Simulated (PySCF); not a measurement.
From one molecule to another.

First species: C7H10Cl2.
SMILES: `C1CCC(=C(Cl)CCl)C1`

Second species: C₃H₁₁ClO₂Si₂.
SMILES: `ClC[C@H](O[SiH3])O[SiH2]C`

Levels: PBE0/pcSseg-1 for HOMO energy, LUMO energy and HOMO–LUMO gap. Geometries: GFN2-xTB. Each species is one conformer at its optimised geometry, gas phase, non-relativistic unless stated; the electronic structure was computed with PySCF and density fitting.

Dipoles, sizes and rotational constants follow the conformer. The torsions of the flexible species, by atom-mapped SMILES:
- `[CH3:1][SiH2:2][O:3][C@H:4]([CH2:5][Cl:6])[O:7][SiH3:8]`: C1–Si2–O3–C4 -170°, Si2–O3–C4–C5 -108°, O3–C4–C5–Cl6 72°, O3–C4–O7–Si8 9°

The conformers of `ClCC(Cl)=C1CCCC1` aren't listed.

Values for the first species:

| Item | Value |
| --- | --- |
| HOMO energy | -6.93 eV |
| LUMO energy | -0.66 eV |
| HOMO–LUMO gap | 6.27 eV |

**Question.** Estimate the same properties for the second species, and the change in each.

**Answer.** 
```
     property     first    second  second less first
  HOMO energy  -6.93 eV  -7.97 eV           -1.04 eV
  LUMO energy  -0.66 eV   0.32 eV           +0.98 eV
HOMO–LUMO gap   6.27 eV   8.29 eV           +2.02 eV
```

